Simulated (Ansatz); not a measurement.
ClF2GeH3Si (`F[SiH2][GeH]([F])[Cl]`), relaxed with RKS PBE0-D4/def2-TZVP in Ansatz 0.2.0 from a PBE-D4/def2-SVP geometry. The force threshold is 0.005 eV/Å; the program also tests the step.

Total charge 0; spin multiplicity 1.

Start:

```xyz
8

F     0.173    1.446    1.741
Si   -0.809    0.496    0.839
Ge    0.573   -0.606   -0.790
F     1.787   -1.553    0.064
Cl    1.646    0.940   -1.882
H    -1.486   -0.506    1.729
H    -1.817    1.353    0.128
H    -0.067   -1.570   -1.828
```

```json
{"step": "1", "energy (eV)": "-82388.4788", "largest force (eV/Å)": "0.953", "largest move (Å)": "0.000"}
{"step": "2", "energy (eV)": "-82388.5211", "largest force (eV/Å)": "0.597", "largest move (Å)": "0.036"}
{"step": "3", "energy (eV)": "-82388.5292", "largest force (eV/Å)": "0.203", "largest move (Å)": "0.070"}
{"step": "4", "energy (eV)": "-82388.5345", "largest force (eV/Å)": "0.069", "largest move (Å)": "0.044"}
{"step": "5", "energy (eV)": "-82388.5348", "largest force (eV/Å)": "0.036", "largest move (Å)": "0.019"}
{"step": "6 (rejected)", "energy (eV)": "-82388.5328", "largest force (eV/Å)": "0.205", "largest move (Å)": "0.026"}
{"step": "7", "energy (eV)": "-82388.5353", "largest force (eV/Å)": "0.016", "largest move (Å)": "0.013"}
{"step": "8", "energy (eV)": "-82388.5355", "largest force (eV/Å)": "0.004", "largest move (Å)": "0.017"}
{"step": "9", "energy (eV)": "-82388.5355", "largest force (eV/Å)": "0.009", "largest move (Å)": "0.015"}
{"step": "10", "energy (eV)": "-82388.5356", "largest force (eV/Å)": "0.011", "largest move (Å)": "0.009"}
{"step": "11", "energy (eV)": "-82388.5356", "largest force (eV/Å)": "0.008", "largest move (Å)": "0.018"}
{"step": "12", "energy (eV)": "-82388.5356", "largest force (eV/Å)": "0.006", "largest move (Å)": "0.002"}
{"step": "13", "energy (eV)": "-82388.5356", "largest force (eV/Å)": "0.001", "largest move (Å)": "0.001"}
```

End:

```xyz
8

F     0.118    1.493    1.687
Si   -0.802    0.501    0.842
Ge    0.572   -0.587   -0.793
F     1.730   -1.578    0.043
Cl    1.716    0.892   -1.843
H    -1.401   -0.502    1.755
H    -1.853    1.284    0.150
H    -0.080   -1.501   -1.842
```

Run time 53 s (4 threads of an Arm Neoverse V1 on a shared host); peak host memory 0.64 GiB.
